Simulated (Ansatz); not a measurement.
Consider the formal exchange of groups at the Si–C bond: `C[SiH](F)CCl` + `CN[SiH3]` → `C[SiH](F)N[SiH3]` + `CCCl`.

Gas-phase electronic energies from Ansatz, PBE0-D4/def2-TZVP geometries. CBS: MP2 limit from def2 TZ/QZ plus the TZ coupled-cluster correction, frozen cores. DFT in def2-TZVPP. B3LYP here is the variant with VWN-RPA as its local correlation; programs differ in this. One conformer a species, not always the lowest.

| level | ΔE (kJ/mol) | difference from CCSD(T)/CBS |
| --- | --- | --- |
| PBE-D4 | -121.1 | 11.7 |
| r2SCAN-D4 | -130.3 | 2.5 |
| PBE0 | -124.8 | 8.0 |
| B3LYP | -126.3 | 6.5 |
| HF/def2-TZVPP | -136.1 | -3.3 |
| MP2/def2-TZVPP | -135.6 | -2.8 |
| CCSD/def2-TZVPP | -132.4 | 0.4 |
| MP2/def2-QZVPP | -136.4 | -3.6 |
| SCS-MP2/def2-QZVPP | -134.5 | -1.7 |
| MP2/CBS(def2) | -136.5 | -3.7 |
| CCSD(T)/CBS | -132.8 | 0 |

Largest T1 diagnostic among the species: 0.011.

From PBE to PBE0 (25 % exact exchange), in def2-TZVPP and without D4, ΔE moves by −4.8 kJ/mol.
